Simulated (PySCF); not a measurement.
C7H10S.
SMILES with atom numbers: `[CH3:1][CH:2]([CH3:3])[c:4]1[cH:5][cH:6][cH:7][s:8]1` (hydrogens: H9, H10, H11 on C1; H12 on C2; H13, H14, H15 on C3; H16 on C5; H17 on C6; H18 on C7)

Computed, not measured: PySCF 2.14.0, density-fitted response routines, TDDFT wB97X-D/def2-SVPD, vertical, gas phase, core orbitals frozen in the response. The structure is a single PBE0-D3(BJ)/def2-SVP conformer in the gas phase; no vibrational or solvent corrections. Torsions of this conformer, `[CH3:1][CH:2]([CH3:3])[c:4]1[cH:5][cH:6][cH:7][s:8]1`: C1–C2–C4–C5 116°.

Computed singlets with f of 0.002 or more:

```tsv
state	ν̃ (cm⁻¹)	f
S1	45530	0.132
S2	47740	0.079
S6	58000	0.0043
S7	58460	0.0065
S8	60640	0.253
S9	60690	0.033
S10	61210	0.010
```

**Question.** Turn these into Einstein A coefficients, radiative lifetimes, transition dipoles and integrated cross-sections.

**Answer.** Relations used (vacuum, state to state): A = 0.6670 f ν̃² s⁻¹ (ν̃ in cm⁻¹); τ = 1/A; f = (2/3) ΔE |μ|² in atomic units; ∫σ dE = 109.76 f Mb·eV.

```json
{"state": "S1", "A (s⁻¹)": "1.8×10⁸", "τ": "5.5 ns", "|μ| (D)": "2.48", "∫σ dE (Mb·eV)": "14"}
{"state": "S2", "A (s⁻¹)": "1.2×10⁸", "τ": "8.3 ns", "|μ| (D)": "1.88", "∫σ dE (Mb·eV)": "8.7"}
{"state": "S6", "A (s⁻¹)": "9.6×10⁶", "τ": "100 ns", "|μ| (D)": "0.40", "∫σ dE (Mb·eV)": "0.47"}
{"state": "S7", "A (s⁻¹)": "1.5×10⁷", "τ": "67 ns", "|μ| (D)": "0.49", "∫σ dE (Mb·eV)": "0.72"}
{"state": "S8", "A (s⁻¹)": "6.2×10⁸", "τ": "1.6 ns", "|μ| (D)": "2.98", "∫σ dE (Mb·eV)": "28"}
{"state": "S9", "A (s⁻¹)": "8.0×10⁷", "τ": "12 ns", "|μ| (D)": "1.07", "∫σ dE (Mb·eV)": "3.6"}
{"state": "S10", "A (s⁻¹)": "2.5×10⁷", "τ": "40 ns", "|μ| (D)": "0.59", "∫σ dE (Mb·eV)": "1.1"}
```

Leading configurations: S1 H→L (96%); S2 H-1→L (85%); S6 H-1→L+1 (29%); S7 H-1→L+1 (29%); S8 H→L+5 (40%); S9 H→L+3 (33%); S10 H-2→L (52%) (H = HOMO, L = LUMO).

Only emission to the ground state at the vertical energy is counted.

**Question.** How much energy does a mole of photons resonant with S8 carry?

**Answer.** 7.519 eV × 96.485 = 725 kJ/mol (173 kcal/mol).

**Question.** Which computed singlets stay under f = 0.002?

**Answer.** S3 (6.26 eV, f 0.0013), S4 (6.52 eV, f 0.0007) and S5 (6.74 eV, f 0.0001).

**Question.** By what factor does the largest A in the list exceed the smallest?

**Answer.** S8 has 64 times the rate of S6.

The vertical ionisation energy (ΔSCF) is 8.40 eV, 0.82 eV above S10.

On one thread of an Arm Neoverse V2 (shared host), this took 2.9 min wall.
